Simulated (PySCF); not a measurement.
**Two-component Hartree-Fock for Cd³⁵⁺ (cadmium, charge +35)**

Start: [Ne] 3s2 3p1; 3p3/2 filled at m_j = +3/2. Calculated with PySCF 2.14 in an uncontracted even-tempered set (19 s from 6.6 bohr⁻², ratio 2.4; 13 p from 8.6 bohr⁻², ratio 2.4; 4 d from 30 bohr⁻², ratio 2.6; 4 f from 44 bohr⁻², ratio 2.6): generalised Hartree-Fock with the X2C-1e Hamiltonian and a Gaussian nucleus; one run each with spin-orbit coupling (SO) screened by Boettger's factors, then bare. This is a chosen level, not necessarily the ground level.

```tsv
spinor shell	electrons	ε, screened SO (eV)	ε, bare SO (eV)	weight of nominal j (bare SO)	rms radius, bare SO (bohr)
1s1/2	2	-28895.3	-28895.2	1.000	0.0348
2s1/2	2	-6012.7	-6012.7	1.000	0.140
2p1/2	2	-5738.7	-5745.2	1.000	0.121
3s1/2	2	-2351.4	-2351.4	1.000	0.338
3p3/2	1	-2224.1	-2223.5	1.000	0.331
```

Problem. Where does 2p3/2 lie, and what is the 2p spin-orbit splitting (bare SO)?

Solution. At -5537.6 eV, 207.53 eV above 2p1/2.

```
   quantity  screened SO      bare SO
E (hartree)  -4580.58599  -4580.64849
        M_J          3/2          3/2
       ⟨J²⟩        3.751        3.751
       ⟨L²⟩        2.005        2.006
       ⟨S²⟩        0.755        0.755
```

Each row is a mean over spinors that exchange with the open shell spreads, by up to 16.966 eV (3s1/2).

Breit and QED terms are absent; they matter most for the inner s and p1/2 levels.

Densities and radii are taken from the X2C orbitals without a picture-change correction, which distorts them close to the nucleus.
